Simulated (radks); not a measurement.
Fractional charge and spin in the 3d shell of zinc: the spin-up occupation runs from 4 to 5 and the spin-down occupation from 4 to 5; the fullest corner is Zn, [Ar] 4s2 3d(up 5, down 5). All-electron calculation, scalar-relativistic Kohn-Sham, LDA (Slater exchange, Perdew-Wang correlation), spin-polarised, spherical densities, finite nucleus; Fermi nuclear charge, rms radius of each element as measured or else 0.836 A^(1/3) + 0.57 fm. Program: a radial shooting solver on a logarithmic mesh with Libxc functionals. Energy (eV) minus the two flat planes that join the four corners (they meet along the diagonal where the two added fractions sum to one electron); zero is where a piecewise linear energy would lie.

down \ up       4     4.5       5
4           0.000  -2.388   0.000
4.5        -2.388   0.271  -1.959
5           0.000  -1.959   0.000

Corners above the fullest one (they belong to Zn+ and the next ion): (up 5, down 4) 17.938 eV, (up 4, down 5) 17.938 eV, (up 4, down 4) 54.398 eV. With half an added electron in each spin the energy lies 0.271 eV from the planes, and with half an added electron in spin up alone -2.388 eV. The planes are only a guide here: the flat-plane condition holds for ground states with one frontier orbital, while this shell lies below other occupied shells, so the corners above the fullest one are inner-hole states and not the ground states of those ions.
